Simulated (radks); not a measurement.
Spherical quantum dot in the effective-mass picture: electrons in a parabolic well V = omega^2 r^2 / 2 with omega = 0.0571, with a point charge +2 (a donor) at the centre, all in effective atomic units (hartree* = m*/eps^2 hartree, bohr* = eps/m* bohr), one dielectric constant everywhere. Calculated with a radial shooting solver with Libxc functionals: non-relativistic Kohn-Sham, PBE, spin-polarised, spherical densities. Levels are named by radial order and angular momentum (1s, 1p, 1d, 2s, ...), and open shells are averaged over m. Results are scaled to m* = 0.277 and eps = 16.5, for which hartree* = 27.69 meV and bohr* = 3.152 nm.

N = 2, configuration 1s2. This is the lowest configuration that the search found (a dilute case). Occupied levels:

level,occupation,eigenvalue (meV),<r> (nm)
1s,2,-15.926,2.972

Energy (meV): total -79.9815, kinetic 79.292, external -186.49, Hartree 56.241, exchange-correlation -29.021.

Electron density:

r (nm),n(r) (e/nm^3)
0.317,0.07870
0.671,0.05059
1.02,0.03289
1.38,0.02164
1.73,0.01441
2.08,0.009695
2.44,0.006590
2.79,0.004520
3.14,0.003125
3.50,0.002173
3.85,0.001524
4.20,0.001075
4.56,0.0007626
4.91,0.0005436
5.26,0.0003893
5.62,0.0002800
5.97,0.0002022
6.33,0.0001461
6.68,0.0001062
7.03,0.00007741
